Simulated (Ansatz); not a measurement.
Level of theory: frozen-core CCSD(T)/cc-pVTZ // B3LYP-D3(BJ)/def2-TZVP (Ansatz, a program for electronic structure).

Ansatz 0.2 input:
```yaml
crystal:
  periodic: [false, false, false]
  atoms:
    - { symbol: C, position_ang: [-2.108539, 0.086561, 0.115026] }
    - { symbol: C, position_ang: [-0.826448, -0.205723, 0.274594] }
    - { symbol: O, position_ang: [0.161312, 0.424329, -0.421405] }
    - { symbol: Si, position_ang: [1.785985, 0.123755, -0.286167] }
    - { symbol: H, position_ang: [-2.854732, -0.440828, 0.690042] }
    - { symbol: H, position_ang: [-2.429471, 0.847367, -0.583262] }
    - { symbol: H, position_ang: [-0.497353, -0.969793, 0.975335] }
    - { symbol: H, position_ang: [2.082071, -1.286174, -0.6345] }
    - { symbol: H, position_ang: [2.442246, 1.045557, -1.230281] }
    - { symbol: H, position_ang: [2.244929, 0.374952, 1.100618] }
basis:
  gaussian: { orbitals: cc-pVTZ }
correlation:
  method: ccsd_t
```

Output:

```
Functional definition: HF
1189 factors; integrals over basis functions are off by at most 1.2e-3 eV
mean field evaluation 1: about -12054.1105 eV, gradient 3.4e1 eV
mean field evaluation 2: about -12054.3905 eV, gradient 3.5e1 eV
mean field evaluation 4: about -12057.3380 eV, gradient 4.2e0 eV
mean field evaluation 8: about -12057.3913 eV, gradient 2.9e-1 eV
mean field evaluation 16: about -12054.1090 eV, gradient 3.4e1 eV
mean field -12057.39169935 eV, -443.1009721576 hartree, gradient 3.2e-6 eV, S^2 0.000000; 0 other end points of the search recorded, 0 dependent functions left out
8 core orbitals not correlated
reference -12057.39169935 eV, -443.1009721576 hartree; 12, 12 occupied and 188, 188 virtual orbitals, 1189 factors
second order -18.66974174 eV of doubles, -0.00000000 eV of singles
cycle   1  -19.08901436 eV  change   -4.2e-1 eV  update   9.9e-2
cycle   2  -19.61014612 eV  change   -5.2e-1 eV  update   3.1e-2
cycle   3  -19.73165100 eV  change   -1.2e-1 eV  update   1.6e-2
cycle   4  -19.72161740 eV  change    1.0e-2 eV  update   3.8e-3
cycle   5  -19.72112031 eV  change    5.0e-4 eV  update   1.6e-3
cycle   6  -19.72185293 eV  change   -7.3e-4 eV  update   3.7e-4
cycle   7  -19.72165425 eV  change    2.0e-4 eV  update   1.1e-4
cycle   8  -19.72164251 eV  change    1.2e-5 eV  update   3.5e-5
cycle   9  -19.72165584 eV  change   -1.3e-5 eV  update   1.3e-5
perturbative correction -0.78526917 eV, -0.0288581098 hartree
Total energy: -12077.89862437 eV, -443.8545877519 hartree
```

Cost: roughly 2.3 core-minutes.
